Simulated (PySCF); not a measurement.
# Running PySCF for LiCa

File input.py (PySCF 2.14):

```python
from pyscf import gto, scf, solvent

mol = gto.M(
    atom='Li 0 0 0; Ca 0 0 2.731',
    basis='def2-svp',
    charge=0,
    spin=1,
    symmetry=True,
    verbose=3,
)
mf = scf.UHF(mol)
mf = mf.density_fit(auxbasis='def2-universal-jkfit')
mf = solvent.PCM(mf)
mf.with_solvent.eps = 2.27
mf.kernel()
mf.analyze()
print('orbital energies (hartree):', [e[max(0, n-3):n+3].round(4) for e, n in zip(mf.mo_energy, mol.nelec)])
```

```bash
$ python input.py
```

The log (some set-up lines and the per-cycle HOMO/LUMO lines with their warnings removed):

```
WARN: PCM is an experimental feature. It is still in testing.
Features and APIs may be changed in the future.

converged SCF energy = -684.069167830495  <S^2> = 0.87567214  2S+1 = 2.121954
**** MO energy ****
[5 lines left out]
alpha MO #6 (A1 #4), energy= -2.44499052112911 occ= 1
alpha MO #7 (A1 #5), energy= -2.23911199270957 occ= 1
alpha MO #8 (E1x #2), energy= -1.33672068885683 occ= 1
alpha MO #9 (E1y #2), energy= -1.33672068885683 occ= 1
alpha MO #10 (A1 #6), energy= -1.33637525867722 occ= 1
alpha MO #11 (A1 #7), energy= -0.229069883040648 occ= 1
alpha MO #12 (A1 #8), energy= -0.151628063945657 occ= 1
alpha MO #13 (A1 #9), energy= 0.0510665113272349 occ= 0
alpha MO #14 (E1x #3), energy= 0.0610100391070806 occ= 0
alpha MO #15 (E1y #3), energy= 0.0610100391070806 occ= 0
[18 lines left out]
[4 lines left out]
beta  MO #5 (E1y #1), energy= -13.6200293811163 occ= 1
beta  MO #6 (A1 #4), energy= -2.43668332749463 occ= 1
beta  MO #7 (A1 #5), energy= -2.23743649825319 occ= 1
beta  MO #8 (E1x #2), energy= -1.3363271317526 occ= 1
beta  MO #9 (E1y #2), energy= -1.3363271317526 occ= 1
beta  MO #10 (A1 #6), energy= -1.33363744459626 occ= 1
beta  MO #11 (A1 #7), energy= -0.221886450257064 occ= 1
beta  MO #12 (A1 #8), energy= 0.0289716093032955 occ= 0
beta  MO #13 (A1 #9), energy= 0.0560844652401418 occ= 0
beta  MO #14 (E1x #3), energy= 0.064296126548938 occ= 0
[19 lines left out]
 ** Mulliken pop alpha/beta on meta-lowdin orthogonal AOs **
 ** Mulliken atomic charges   ( Nelec_alpha | Nelec_beta ) **
charge of  0Li =     -0.33769  (     1.96441      1.37327 )
charge of  1Ca =      0.33769  (    10.03559      9.62673 )
Dipole moment(X, Y, Z, Debye):  0.00000,  0.00000,  0.33530
orbital energies (hartree): [array([-1.3364, -0.2291, -0.1516,  0.0511,  0.061 ,  0.061 ]), array([-1.3363, -1.3336, -0.2219,  0.029 ,  0.0561,  0.0643])]
```

In short: E(SCF) = -684.069168 Eh, ⟨S²⟩ = 0.876, μz(SCF) = 0.34 D.

Wall time 2 s on one thread of a shared host.

The bond length is a typed value, not an optimised one. No search for the lowest solution was made.
